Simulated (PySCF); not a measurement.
## Radial density of Ru⁺ (ruthenium, charge +1)

B3LYP, [Kr] 4d7, high-spin 4F determinant. All numbers are calculated (PySCF 2.14, a scalar-relativistic core potential, in def2-TZVP with the def2 core potential (28 electrons)). This is the valence pseudo-density: the core potential removes the inner electrons and smooths the orbitals near the nucleus.

| r (bohr) | 4πr²ρ (e/bohr) | 4πr²(ρα − ρβ) |
| --- | --- | --- |
| 0.0400 | 1.261e-05 | 0.0000 |
| 0.0673 | 5.518e-05 | 0.0000 |
| 0.113 | 0.0003532 | 0.0000 |
| 0.190 | 0.003983 | 0.0005 |
| 0.320 | 0.09609 | 0.0124 |
| 0.539 | 2.619 | 0.2487 |
| 0.906 | 13.41 | 1.6554 |
| 1.52 | 7.625 | 1.8569 |
| 2.56 | 1.288 | 0.4699 |
| 4.31 | 0.08540 | 0.0243 |
| 7.25 | 6.282e-05 | 0.0000 |

Energies and moments cover only the electrons outside the core potential.
